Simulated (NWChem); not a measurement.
System: BeHSeBr; SMILES [SeH][Be][Br]

Here is an NWChem input.

```
start job
memory heap 200 mb stack 900 mb global 1100 mb
geometry units angstroms noautoz
  Be    -0.005415     0.047520     0.002771
  Br    -0.099692    -1.911029     0.003328
  Se     0.128025     2.071089     0.002306
  H     -1.343215     2.172146    -0.003578
end
basis spherical
  Be library def2-svp
  Br library def2-svp
  Se library def2-svp
  H library def2-svp
end
dft
  xc xpbe96 cpbe96
  iterations 150
  vectors input atomic output neutral.movecs
end
task dft energy
charge 1
dft
  odft
  mult 2
  vectors input atomic output cation.movecs
end
task dft energy
```

Structure relaxed at the PBE0/def2-SVP level.

Ions are spin-unrestricted doublets at the neutral geometry; other ion states weren't tried.

Task: Give the results of this calculation. (PBE/def2-SVP, vertical spin-unrestricted ions.) Quantities: vertical ionisation energy, ΔSCF (eV); −ε(HOMO) (eV).

Result: 
```yaml
vertical ionisation energy, ΔSCF (eV): 9.43
"−ε(HOMO) (eV)": 6.22
```
